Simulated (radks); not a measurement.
Values are calculated unless marked as measured or tabulated.
How relativity changes the ionisation of neutral dysprosium ([Xe] 4f10 6s2) to Dy+ ([Xe] 4f10 6s1). Spin-unpolarised spherical Kohn-Sham, PBE, point nucleus unless stated (finite: rms radius 5.2218 fm), a radial shooting solver on a logarithmic mesh with Libxc functionals. A level marked "c x" has the speed of light scaled by that factor and shares open shells by 2j + 1; other Dirac levels either fill j = l - 1/2 first or share by 2j + 1.

[
 {"level": "non-rel.", "E(Dy) (hartree)": "-11644.6437", "E(Dy+) (hartree)": "-11644.4297", "IE (eV)": "5.822", "HOMO": "6s", "<r> HOMO (bohr)": "4.399"},
 {"level": "scalar-rel.", "E(Dy) (hartree)": "-12157.2551", "E(Dy+) (hartree)": "-12157.0259", "IE (eV)": "6.236", "HOMO": "4f", "<r> HOMO (bohr)": "0.8819"},
 {"level": "scalar-rel., finite nucleus", "E(Dy) (hartree)": "-12156.1758", "E(Dy+) (hartree)": "-12155.9467", "IE (eV)": "6.235", "HOMO": "4f", "<r> HOMO (bohr)": "0.8819"},
 {"level": "Dirac, 2j+1 shares", "E(Dy) (hartree)": "-12168.2289", "E(Dy+) (hartree)": "-12167.9996", "IE (eV)": "6.239", "HOMO": "4f7/2", "<r> HOMO (bohr)": "0.8931"},
 {"level": "Dirac, low j first", "E(Dy) (hartree)": "-12168.2841", "E(Dy+) (hartree)": "-12168.0549", "IE (eV)": "6.236", "HOMO": "4f7/2", "<r> HOMO (bohr)": "0.8960"},
 {"level": "Dirac, 2j+1 shares, finite nucleus", "E(Dy) (hartree)": "-12167.1425", "E(Dy+) (hartree)": "-12166.9133", "IE (eV)": "6.238", "HOMO": "4f7/2", "<r> HOMO (bohr)": "0.8931"},
 {"level": "Dirac, c x 1.5", "E(Dy) (hartree)": "-11861.8174", "E(Dy+) (hartree)": "-11861.5976", "IE (eV)": "5.980", "HOMO": "6s1/2", "<r> HOMO (bohr)": "4.283"},
 {"level": "Dirac, c x 3", "E(Dy) (hartree)": "-11696.9185", "E(Dy+) (hartree)": "-11696.7032", "IE (eV)": "5.858", "HOMO": "6s1/2", "<r> HOMO (bohr)": "4.371"}
]

NIST Atomic Spectra Database: 5.939 eV (measured). The relativistic part of the total energy of Dy is -522.5 hartree (Dirac, 2j+1 shares, finite nucleus), 4.5 % of the non-relativistic value. Spin polarisation and multiplet splitting of open shells are left out at every level.

Beside tabulated values, note that relativity, absent from the non-relativistic runs, is large for the heavy elements, and spin-unpolarised runs miss the spin-polarisation part of the exchange energy of open shells.
